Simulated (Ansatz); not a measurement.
Reaction (formal exchange of groups at a Ga–O bond): `[OH][GaH2]` + `O=CC(F)(F)Cl` → `O=[CH][GaH2]` + `OC(F)(F)Cl`

Calculated with Ansatz (gas phase, PBE0-D4/def2-TZVP geometries, no zero-point term in ΔE). CCSD(T)/CBS adds triple-zeta CCSD(T) − MP2 to the extrapolated MP2 energy (def2 sets, frozen cores). DFT in def2-TZVPP. HSE06 is defined as in plane-wave codes. For Ga outer-core shells are correlated without core-valence functions, which leaves a few kJ/mol of doubt a bond. Scalar relativity is left out up to krypton. One conformer a species, not always the lowest.

```tsv
level	ΔE (kJ/mol)	difference from CCSD(T)/CBS
PBE0-D4	94.2	-10.9
r2SCANh-D4	99.3	-5.8
HSE06-D4	94.0	-11.1
ωB97M-V	96.6	-8.5
r2SCAN0	97.6	-7.5
RPA@PBE/def2-TZVPP	101.8	-3.3
MP2/def2-TZVPP	112.4	7.3
HF/def2-QZVPP	97.7	-7.4
MP2/def2-QZVPP	113.5	8.4
SCS-MP2/def2-QZVPP	112.2	7.1
CCSD(T)/CBS	105.1	0
```

Largest T1 diagnostic among the species: 0.017.

Leaving LDA and LC-ωPBE aside and taking each functional with its dispersion term where it has one, the values, not all of them listed here, spread over 10.8 kJ/mol, from HSE06-D4 to B2PLYP. In def2-TZVPP, CCSD(T) changes the Hartree–Fock value by +7.5 kJ/mol (the triples alone add +1.1 kJ/mol) and MP2 by +15.9 kJ/mol. At CCSD(T), def2-SVP lies −13.0 kJ/mol from the extrapolated value and def2-TZVPP −1.2 kJ/mol.
